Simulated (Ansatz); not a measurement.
Start from `[CH3][In]([NH2])[O][SiH3]` and change one atom or group to get `[CH3][In]([NH2])[GeH3]`.

Ansatz, PBE0-D4/def2-TZVP geometries, multiplicity 1. Each molecule was computed in one conformer, which needn't be the lowest.

Elements past krypton have def2 core potentials. Scalar relativity is left out up to krypton.

```json
{"property": "HOMO–LUMO gap (PBE/def2-TZVPP) / eV", "`[CH3][In]([NH2])[O][SiH3]`": "4.18"}
{"property": "size of the dipole moment (PBE/def2-TZVPP) / D", "`[CH3][In]([NH2])[O][SiH3]`": "3.54"}
{"property": "size of the dipole moment (ωB97M-V/def2-TZVPP) / D", "`[CH3][In]([NH2])[O][SiH3]`": "3.58"}
{"property": "LUMO energy (B3LYP/def2-TZVPP) / eV", "`[CH3][In]([NH2])[O][SiH3]`": "-1.20"}
{"property": "LUMO energy (PBE/def2-TZVPP) / eV", "`[CH3][In]([NH2])[O][SiH3]`": "-1.73"}
{"property": "HOMO energy (ωB97M-V/def2-TZVPP) / eV", "`[CH3][In]([NH2])[O][SiH3]`": "-9.63"}
```

**Question.** Give the same properties after the change, and the shifts. (An estimate is asked.)

**Answer.** Computed: 
```tsv
property	`[CH3][In]([NH2])[GeH3]`	shift
HOMO–LUMO gap (PBE/def2-TZVPP) / eV	3.86	-0.32
size of the dipole moment (PBE/def2-TZVPP) / D	1.07	-2.47
size of the dipole moment (ωB97M-V/def2-TZVPP) / D	0.94	-2.64
LUMO energy (B3LYP/def2-TZVPP) / eV	-1.25	-0.05
LUMO energy (PBE/def2-TZVPP) / eV	-1.69	0.04
HOMO energy (ωB97M-V/def2-TZVPP) / eV	-9.15	0.48
```

With PBE0 the HOMO rises by 0.44 eV and the LUMO falls by 0.12 eV, so the gap narrows by about 0.56 eV. PBE moves the HOMO by 0.36 eV and ωB97M-V by 0.48 eV. Dipoles are sizes alone; their direction can turn.

B3LYP here is the variant with VWN-RPA as its local correlation; programs differ in this.
